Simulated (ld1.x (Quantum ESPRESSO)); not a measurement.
# Before and after: TM potential for platinum

* Element: platinum (Pt)
* Generator: ld1.x (Quantum ESPRESSO) 7.5
* Type: norm-conserving Troullier–Martins (Kleinman–Bylander form)
* Functional: LDA (PZ)
* Relativity: fully relativistic
* Frozen core: [Xe] 4f14
* Valence charge: 10
* Reference configuration: 5d8 6s2 6p0
* Partial waves: 6s (bound): rc 2.10 bohr; 5d (bound): rc 1.85 bohr; 6p (bound, empty): rc 2.60 bohr
* Local potential: the p channel
* Core correction: a·sin(br)/r model core, default radius (core density twice the valence density)

Open shells are filled in proportion to 2j + 1 (rel_dist='average').

Change: wave 6p (bound): rc 2.60 bohr becomes 6p (bound): rc 2.32 bohr.

Cutoffs: the cutoffs (Ry, on a coarse ladder) from which the occupation-weighted sum of valence levels, in a spherical-Bessel basis at the reference potential, stays within 10 and 1 mRy of its value at 400 Ry; they do not see the model core or the augmentation charge, which bear on the density cutoff. Errors are all-electron minus pseudo energies relative to the spin-unpolarised reference configuration.

How do hardness, ghosts and transferability respond?

The potential gets neither clearly harder nor softer (40 Ry and 50 Ry → 40 Ry and 50 Ry); a bound ghost appears in s, which as a rule spoils a file; of the 7 tests that both files solve, the error grows in 2 and shrinks in 0 by more than 15 % and 0.3 meV (median size 113.9 → 120.7 meV).

```tsv
quantity	base	changed
cutoff, loose	40 Ry	40 Ry
cutoff, tight	50 Ry	50 Ry
loose cutoff by channel (10 mRy a level)	s 8 Ry, d 35 Ry	s 6 Ry, d 35 Ry
bound ghosts	none	s
error for 5d9 6s1 6p0, meV [ΔE -0.95 eV]	-92	-115
error for 5d9 6s0 6p0, meV [ΔE 8.61 eV]	-139	-138
error for 5d8 6s0 6p0, meV [ΔE 28.89 eV]	-50	-47
error for 5d8 6s1 6p0, meV [ΔE 10.49 eV]	-7.5	-14
error for 5d9.5 6s0.5 6p0, meV [ΔE -1.05 eV]	-200	-222
error for 5d9 6s0.5 6p0, meV [ΔE 2.92 eV]	-114	-121
error for 5d6 6s0 6p0, meV [ΔE 107.33 eV]	-867	-827
```

Changed file: These tests converged, but a pseudo level misses the all-electron one widely, so the file describes the atom poorly there or has found another state: 5d6 6s0 6p0: empty 6s by 8.5 eV (a node warning on the way). A true bound ghost makes a file unfit for plane-wave use even where its test errors are small: the radial tests pick states by their node count and pass the ghost by.
